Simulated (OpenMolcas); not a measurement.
**Ca: effect of the active space**

```
Program             : OpenMolcas
Method              : SS-CASPT2, IPEA 0.25 Eh, imaginary shift 0.1 Eh
Basis               : ANO-RCC
Scalar Hamiltonian  : DKH2, point nucleus
Spin-orbit coupling : state interaction with AMFI integrals over the reference wave functions, term energies averaged over their components
```

A. 2 electrons in 8 orbitals (4s 4p 5s 5p); 2S+1 = 3 even, 3 roots; 2S+1 = 1 even, 7 roots; 2S+1 = 3 odd, 3 roots; 2S+1 = 1 odd, 3 roots; closed shells correlated: 3s 3p; CASPT2 step of the order of 15 core-seconds
B. 2 electrons in 9 orbitals (3d 4s 4p); 2S+1 = 3 even, 18 roots (8 in the spin-orbit step); 2S+1 = 1 even, 12 roots; 2S+1 = 3 odd, 18 roots; 2S+1 = 1 odd, 8 roots; closed shells correlated: 3s 3p; CASPT2 step roughly 60 core-seconds

Energies in cm-1 above 4s2 1S0, the measured ground level; measured values from NIST Handbook of Basic Atomic Spectroscopic Data.

```json
{"Level": "4s2 1S0", "A": "0.0", "B": "0.0", "Measured": "0.0"}
{"Level": "4s 4p 3P* 0", "A": "15140", "B": "15090", "Measured": "15158"}
{"Level": "4s 4p 3P* 1", "A": "15180", "B": "15120", "Measured": "15210"}
{"Level": "4s 4p 3P* 2", "A": "15250", "B": "15170", "Measured": "15316"}
{"Level": "4s 4p 1P* 1", "A": "25890", "B": "23420", "Measured": "23652"}
```

Deviations, from unrounded energies. A percentage is the sum of absolute deviations over the sum of measured energies, with the sign that they share, or ± where signs differ.

```json
{"Against measurement": "mean absolute deviation (cm-1)", "Levels": "4", "A": "590", "B": "130"}
{"Against measurement": "other configurations (%)", "Levels": "4", "A": "±3.4", "B": "-0.8"}
```

B lies closest to measurement on these levels. The largest miss of B in the table is 4s 4p 1P* 1, by -230 cm-1. The ranking rests on the paired levels alone, and a cruder setting can come out closer through cancelling errors.

Between A and B the level of the table that moves most is 4s 4p 1P* 1, by 2500 cm-1 (lowest in B, highest in A). Moves below CASPT2's spread within the term are not significant.

Over all roots computed the reference weight is 0.87 to 0.94 in A; the roots of lowest weight are the least certain, and an intruder state may touch them. The run also gave levels led by 4s 5s, which use shells meant for correlation; these and all levels above them are left out (holds for A). Some high roots are left out of the spin-orbit mixing, which shifts the levels that they would mix with (holds for B). Computed and measured levels are paired by configuration, term and J; levels that our copy of the source lacks, or whose pairing is in doubt (as where it misses far off the trend of its configuration), stay unpaired and out of the deviations. Only configurations of the active space appear. Levels that lie high or do not pair safely by name in every column are left out.

* marks odd parity.
